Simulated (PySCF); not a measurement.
# Checking a proposed structure

A compound C7H8F2O gives the data below (simulated from a calculation) and was assigned the structure `FC(F)OCC1=CC=CC1`.

13C{1H} NMR (computed): δ 153.2 (C), 149.5 (C), 136.5 (CH), 136.3 (CH), 80.7 (CH2), 67.5 (CH2), 26.9 (CH2).

1H NMR (400 MHz, computed): δ 6.58 (m, 1H), 6.46 (m, 1H), 5.47 (m, 2H), 4.70 (m, 2H), 3.25 (m, 2H).

Computed data (PySCF): geometry: GFN2-xTB, shieldings: GIAO PBE0/pcSseg-1. No solvent, no relativistic terms, rapidly exchanging positions averaged, a single conformation.

Referencing at the same level of theory: 1H (31.72 ppm), 13C (186.93 ppm) vs TMS.

**Question.** Compare with the shifts computed for the proposed structure, pairing carbons in order of shift.

**Answer.** Atom-mapped SMILES (the numbers label the heavy atoms): `[F:1][CH:2]([F:3])[O:4][CH2:5][C:6]1=[CH:7][CH:8]=[CH:9][CH2:10]1` (H(Xn): hydrogen on atom n).

```csv
atom,computed for proposal,given list,difference
C6,150.5,153.2,-2.7
C8,140.2,149.5,-9.3
C9,139.4,136.5,+2.9
C7,134.4,136.3,-1.9
C2,123.2,80.7,+42.5
C5,65.5,67.5,-2.0
C10,44.3,26.9,+17.4
```

The rms difference is 17.8 ppm and the largest +42.5 ppm at C2 (sp3 CH bonded to 2 F and O). The carbon types in order of shift don't match either: C, CH, CH, CH, CH, CH2, CH2 for the proposal against C, C, CH, CH, CH2, CH2, CH2 in the data. The proposal doesn't fit.

**Question.** Which isomer fits?

**Answer.** `InChI=1S/C7H8F2O/c8-5-6(9)7-3-1-2-4-10-7/h1-2H,3-5H2/b7-6+`.

1. Carbon types of the structure: 2 × C, 2 × CH, 3 × CH2, which accounts for all hydrogens.
2. δC 149.5: alkene carbon bearing oxygen; an sp2 carbon further deshielded by the attached heteroatom.
3. δC 136.5, 136.3: alkene CH; an sp2 carbon of a C=C bond.
4. δC 80.7: allylic sp3 CH2 bonded to F; pulled downfield by the heteroatom.
5. δC 67.5: allylic sp3 CH2 bonded to O; pulled downfield by the heteroatom.

Other isomers checked: CC1=CC=C[C@H]1OC(F)F (rms 20.0 ppm); C=C[C@@]1(C(=O)F)CC[C@@H]1F (rms 23.2 ppm).

This is the structure that produced the data.

Splittings by 19F in the carbon and heteronuclear signals aren't shown, as no couplings were computed. Shifts are as computed. Against solution values, carbons near 30 ppm lie about +3 ppm off and those near 130 ppm about +5 ppm. Of 1309 compounds with measured shifts, 239 miss one by over three times the rms of a fit or turn the order of signals round; such compounds aren't used in these exercises. Multiplicities follow the n + 1 count of equivalent neighbours, as no J values were calculated; m marks all less simple cases, F and P coupling included.
